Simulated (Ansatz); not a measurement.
CH₅FOSeSi, SMILES `CO[SiH](F)[SeH]`, charge 0, multiplicity 1.

(1) Give a relaxed structure at PBE0-D4/def2-TZVP (Ansatz 0.2.0). (Best estimate.)

## Answers

(1) The calculation gave: 
Cartesian coordinates in Å:
```
C 0.399 0.975 1.151
O -0.573 0.049 0.715
Si -0.830 -0.422 -0.814
F -1.953 -1.537 -0.701
Se 1.038 -1.229 -1.806
H 0.148 1.990 0.828
H 0.421 0.950 2.240
H 1.392 0.718 0.768
H -1.329 0.664 -1.686
H 1.287 -2.158 -0.694
```
This is one stationary point; other conformers may exist.
